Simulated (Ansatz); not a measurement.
Calculated with Ansatz (gas phase, PBE0-D4/def2-TZVP geometries, no zero-point term in ΔE). CCSD(T)/CBS adds triple-zeta CCSD(T) − MP2 to the extrapolated MP2 energy (def2 sets, frozen cores). This one scheme is used for every species. Each species was taken in one conformer, which may not be the lowest.

Consider the cleavage of the Si–B bond: `CNB(F)[SiH2]Cl` + `F[SiH](F)S` → `F[SiH](F)S[SiH2]Cl` + `CNBF`.

`CNB(F)[SiH2]Cl`:

```xyz
12

C     0.486   -1.615    1.305
N     0.446   -0.464    0.430
B    -0.675    0.075   -0.180
F    -1.881   -0.485    0.022
Si   -0.507    1.702   -1.373
Cl    1.503    2.235   -1.416
H    -0.520   -2.016    1.421
H     1.124   -2.402    0.894
H     0.865   -1.347    2.295
H     1.335   -0.020    0.257
H    -1.257    2.884   -0.876
H    -0.919    1.454   -2.779
```

`F[SiH](F)S`:

```xyz
6

F    -0.243   -0.407    1.633
Si   -0.177    0.392    0.267
F     1.211    1.157    0.297
S    -0.301   -0.904   -1.386
H    -1.278    1.365    0.207
H     0.788   -1.603   -1.018
```

`F[SiH](F)S[SiH2]Cl`:

Z-matrix (Å, degrees):
```
Si
F 1 1.584
S 1 2.106 2 111.2
F 1 1.584 2 105.8 3 -120.4
H 1 1.470 2 109.0 3 121.3
Si 3 2.140 1 98.7 2 -70.8
Cl 6 2.043 3 111.5 1 -91.4
H 6 1.476 3 106.0 1 151.0
H 6 1.477 3 110.1 1 29.0
```

`CNBF`:

```xyz
9

C     0.970   -0.400   -0.480
N    -0.426   -0.262   -0.145
B    -0.970    0.685    0.712
F    -2.293    0.689    0.927
H     1.144   -0.269   -1.553
H     1.542    0.363    0.049
H     1.362   -1.378   -0.188
H    -1.043   -0.927   -0.587
H    -0.287    1.499    1.265
```

```csv
species,CCSD(T)/CBS(def2) energy (Eh)
`CNB(F)[SiH2]Cl`,-969.95487
`F[SiH](F)S`,-887.80771
`F[SiH](F)S[SiH2]Cl`,-1637.34667
`CNBF`,-220.44549
```

Task: Work out ΔE.

Result: ΔE = (-1637.34667) + (-220.44549) − (-969.95487) − (-887.80771) = -0.02958 Eh = -18.6 kcal/mol.

Largest T1 diagnostic among the species: 0.012.

The D4 term adds −1.2 kcal/mol with B3LYP and −0.6 kcal/mol with PBE0; it sums over pairs of atoms, weighted by their polarisabilities, and B3LYP, whose exchange is more repulsive, gets the larger term. From PBE to PBE0 (25 % exact exchange), in def2-TZVPP and without D4, ΔE moves by −1.1 kcal/mol.

B3LYP here is the variant with VWN-RPA as its local correlation; programs differ in this.
